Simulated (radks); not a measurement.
Species: P V. Configuration: [Ne] 4s1 (not the ground configuration). Method: scalar-relativistic Kohn-Sham, BLYP, spin-polarised, spherical densities, point nucleus; open shells are filled with parallel spins first; computed with a radial shooting solver on a logarithmic mesh with Libxc functionals.

Unscreened Slater integrals over Kohn-Sham orbitals (eV). They are taken over the spin-up orbitals. Empty in this configuration: 3s.

integral,value
"F0(4s,4s)",7.5765
"F0(4s,2p)",10.677
"G1(4s,2p)",0.49655
"F0(4s,2s)",10.617
"G0(4s,2s)",0.38283
"F0(4s,1s)",11.374
"G0(4s,1s)",0.23050
"F0(4s,3s)",9.3474
"G0(4s,3s)",0.73190
"F0(2p,2p)",52.115
"F2(2p,2p)",24.053
"F0(2p,2s)",49.497
"G1(2p,2s)",29.411
"F0(2p,1s)",73.076
"G1(2p,1s)",10.311
"F0(2p,3s)",20.712
"G1(2p,3s)",1.8197
"F0(2s,2s)",47.774
"F0(2s,1s)",67.493
"G0(2s,1s)",5.5435
"F0(2s,3s)",20.510
"G0(2s,3s)",1.4444
"F0(1s,1s)",247.31
"F0(1s,3s)",23.017
"G0(1s,3s)",0.75752
"F0(3s,3s)",15.713
